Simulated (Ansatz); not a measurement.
Input for Ansatz (a first-principles code): R-CCSD(T)/cc-pV(Q+d)Z on OSi (SMILES [O+]#[Si-]). The basis file is the Basis Set Exchange's JSON of that set.

Ansatz 0.2 input:
```yaml
crystal:
  periodic: [false, false, false]
  atoms:
    - {symbol: Si, position_ang: [0.00000000, -0.00000000, -0.75657293]}
    - {symbol: O, position_ang: [-0.00000000, 0.00000000, 0.75657293]}
basis:
  gaussian:
    orbitals: cc-pV_Q+d_Z.json
magnetization: {spin_polarized: false}
correlation: {method: ccsd_t, electrons: outside_noble_gas}
scf: {lower_state_search: off}
```

Output:

```
WARN ansatz: RAYON_NUM_THREADS=4 ignored (pool sized by the plan → 4); use --threads N
Functional definition: HF
these checks for a lower state are left out or cut short: stability, starts, cluster_reference, orbital_swaps, neighbouring_geometries, increment
integrals: 0.18 GiB planned
746 factors; integrals over basis functions are off by at most 7.2e-4 eV
mean field: 0.20 GiB planned
mean field evaluation 1: about -9895.9789 eV, gradient 5.0e1 eV
mean field evaluation 2: about -9895.9797 eV, gradient 5.0e1 eV
mean field evaluation 4: about -9900.8858 eV, gradient 2.7e0 eV
mean field evaluation 8: about -9900.9219 eV, gradient 1.2e-1 eV
mean field -9900.92197974 eV, -363.8521716694 hartree, gradient 3.1e-6 eV, S^2 0.000000; 0 other end points of the search recorded, 0 dependent functions left out
6 core orbitals not correlated
reference -9900.92197974 eV, -363.8521716694 hartree; 5, 5 occupied and 108, 108 virtual orbitals, 746 factors
second order -9.83816831 eV of doubles, -0.00000000 eV of singles
coupled cluster: 0.39 GiB planned
cycle   1  -9.29879076 eV  change    5.4e-1 eV  update   1.3e-1
cycle   2  -9.66697399 eV  change   -3.7e-1 eV  update   5.6e-2
cycle   3  -9.79814598 eV  change   -1.3e-1 eV  update   2.4e-2
cycle   4  -9.77786925 eV  change    2.0e-2 eV  update   6.7e-3
cycle   5  -9.77702546 eV  change    8.4e-4 eV  update   2.5e-3
cycle   6  -9.77816517 eV  change   -1.1e-3 eV  update   9.2e-4
cycle   7  -9.77767409 eV  change    4.9e-4 eV  update   3.3e-4
cycle   8  -9.77763550 eV  change    3.9e-5 eV  update   8.8e-5
cycle   9  -9.77766064 eV  change   -2.5e-5 eV  update   2.7e-5
cycle  10  -9.77764740 eV  change    1.3e-5 eV  update   9.9e-6
cycle  11  -9.77763819 eV  change    9.2e-6 eV  update   4.3e-6
perturbative correction -0.53037546 eV, -0.0194909385 hartree
Total energy: -9911.22999339 eV, -364.2309841840 hartree
Checks for a lower state left out: stability, starts, cluster_reference, orbital_swaps, neighbouring_geometries, increment
```

The run converged.

Cost: roughly 6 core-seconds.
